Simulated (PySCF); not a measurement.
States of one metal complex from SC-NEVPT2 in the d shell, PySCF, above the ground state:

```csv
2S+1,degeneracy,energy / cm⁻¹,f (electric dipole)
5,1,0,–
5,2,1274,0
5,2,4907,0
3,1,18059,–
3,1,18152,–
3,2,18161,–
3,2,18440,–
3,2,18697,–
3,1,18775,–
3,2,18825,–
3,2,18934,–
3,1,19052,–
```

**Question.** Which of these complexes, all computed at model or optimised geometries, gave the data?
A. FeI2 (d6, linear)
B. MnCl3 (d4, trigonal planar)
C. Cr(CH3)2 (d4, linear)
D. [CrF4]2- (d4, square planar)

**Answer.** C. Cr(CH3)2 (d4, linear) has 5A1g, then 5Eg at 1274, 5Eg at 4907 cm⁻¹ (NEVPT2). The others: [CrF4]2- (d4, square planar) has 5B1g, then 5B2g at 15543, 3Eg at 16770 cm⁻¹ (NEVPT2); MnCl3 (d4, trigonal planar) has 5A1, then 5B2 at 7354, 5A2 at 16210 cm⁻¹ (NEVPT2); FeI2 (d6, linear) has 5Δg, then 5Σg+ at 2716, 5Πg at 3358 cm⁻¹ (NEVPT2).
